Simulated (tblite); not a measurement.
Compound: C7H16NP.
Structure used (GFN2-xTB), in Å, numbered top down from 1:
```xyz
25
C7H16NP angstrom
C     -0.0609    2.7507    0.4882
C      0.9319    1.9696    0.0911
P      0.7220    0.3712   -0.7777
C      2.2825   -0.4118   -0.0930
C      2.3228   -1.8984   -0.4112
N     -0.4397   -0.4719    0.1374
C     -0.5928   -0.3056    1.5655
C     -1.6271   -0.9162   -0.5652
C     -2.7422    0.1232   -0.6686
H      0.1129    3.7047    0.9617
H     -1.0934    2.4689    0.3611
H      1.9602    2.2959    0.2015
H      2.3510   -0.2475    0.9863
H      3.1260    0.1001   -0.5649
H      3.2203   -2.3594   -0.0017
H      2.3109   -2.0566   -1.4880
H      1.4528   -2.3950    0.0137
H      0.3645   -0.0353    2.0065
H     -1.3185    0.4680    1.8379
H     -0.9213   -1.2531    2.0027
H     -2.0078   -1.8131   -0.0620
H     -1.3153   -1.1983   -1.5749
H     -2.3659    1.0134   -1.1694
H     -3.1138    0.3993    0.3154
H     -3.5702   -0.2783   -1.2470
```

Calculated harmonic vibrations of the isolated species, GFN2-xTB (tblite), most abundant isotopes, no scaling. This tight-binding method is rough: wavenumbers can miss measured ones by several per cent, in bad cases by 10 to 20. One conformer, not necessarily the lowest.

Harmonic wavenumbers (cm⁻¹): 43.5, 63.1, 72.0, 90.3, 134.2, 153.7, 171.4, 180.9, 200.8, 229.6, 258.4, 304.0, 327.2, 361.5, 392.5, 432.9, 538.9, 644.2, 667.3, 695.0, 760.7, 818.7, 889.6, 931.3, 975.1, 989.3, 1007.2, 1012.6, 1028.4, 1067.5, 1076.2, 1080.4, 1099.3, 1204.8, 1212.8, 1223.9, 1240.6, 1250.6, 1299.8, 1339.7, 1395.8, 1401.4, 1406.4, 1416.1, 1451.0, 1464.8, 1478.0, 1493.9, 1494.5, 1501.3, 1502.8, 1503.1, 1650.3, 2912.7, 2915.0, 2928.2, 2949.0, 2951.0, 2954.9, 3012.5, 3013.5, 3024.1, 3024.2, 3026.8, 3031.6, 3034.6, 3041.8, 3077.7, 3108.6.

A = 1570, B = 1143, C = 832.8 MHz; mass 145.102 u (most abundant isotopes); point group C1, symmetry number 1.

Problem. Zero-point energy?

Solution. ½Σν̃ = 47318 cm⁻¹ = 566.04 kJ/mol.

Problem. Give the ideal-gas entropy at 350 K and 1 bar in the rigid-rotor, harmonic-oscillator model (classical rotation).

Solution. Translation 174.27, rotation 126.49, vibration 205.54: S = 506.3 J/(mol K).

Problem. And Cp and H(350 K) − H(0)?

Solution. Cp = 227.04 J/(mol K), of which vibrations give 193.78 (their classical limit is 69 R = 573.7); H(350 K) − H(0) = 48.07 kJ/mol without the zero-point energy, 36.43 from vibrations.

Problem. What must be added to the electronic energy to get the Gibbs energy at 350 K and 1 bar?

Solution. ZPE + [H(350 K) − H(0)] − T·S = 566.04 + 48.07 − 177.20 = 436.91 kJ/mol.

Problem. How do the functions run with temperature in this model?

Solution. 
```json
{"T (K)": "150", "S (J/(mol K))": "361.4", "Cp (J/(mol K))": "130.4", "H − H(0) (kJ/mol)": "12.51", "G − H(0) (kJ/mol)": "-41.69", "ln q(vib)": "4.64"}
{"T (K)": "250", "S (J/(mol K))": "438.8", "Cp (J/(mol K))": "177.1", "H − H(0) (kJ/mol)": "27.88", "G − H(0) (kJ/mol)": "-81.83", "ln q(vib)": "8.54"}
{"T (K)": "298.15", "S (J/(mol K))": "472.0", "Cp (J/(mol K))": "200.9", "H − H(0) (kJ/mol)": "36.97", "G − H(0) (kJ/mol)": "-103.77", "ln q(vib)": "10.33"}
{"T (K)": "400", "S (J/(mol K))": "538.2", "Cp (J/(mol K))": "251.7", "H − H(0) (kJ/mol)": "60.04", "G − H(0) (kJ/mol)": "-155.25", "ln q(vib)": "13.98"}
{"T (K)": "600", "S (J/(mol K))": "657.0", "Cp (J/(mol K))": "335.5", "H − H(0) (kJ/mol)": "119.20", "G − H(0) (kJ/mol)": "-275.01", "ln q(vib)": "20.80"}
{"T (K)": "900", "S (J/(mol K))": "810.5", "Cp (J/(mol K))": "420.7", "H − H(0) (kJ/mol)": "233.61", "G − H(0) (kJ/mol)": "-495.83", "ln q(vib)": "30.31"}
```

q(vib) and H(0) count from the zero-point level.

Problem. Blend soft modes into free rotors: weight 1/[1 + (100 cm⁻¹/ν̃)⁴] for the oscillator and the rest for a rotor with moment μB/(μ + B), μ = h/(8π²ν), B = 10⁻⁴⁴ kg m². What vibrational entropy results?

Solution. 188.35 J/(mol K) in place of 205.54, which changes −T·S at 350 K by +6.02 kJ/mol.

Problem. Which modes carry the vibrational entropy at 350 K?

Solution. 43.5 cm⁻¹: 22.64; 63.1 cm⁻¹: 19.56; 72.0 cm⁻¹: 18.47; 90.3 cm⁻¹: 16.60; 134.2 cm⁻¹: 13.36; 153.7 cm⁻¹: 12.27 J/(mol K); the other 63 give 102.64 together.

Hindered rotation and anharmonicity are outside this model. Other conformers, if any are populated, would add a mixing term that is left out. The structure is chiral; the term R ln 2 for an equal mix with its mirror image is left out.
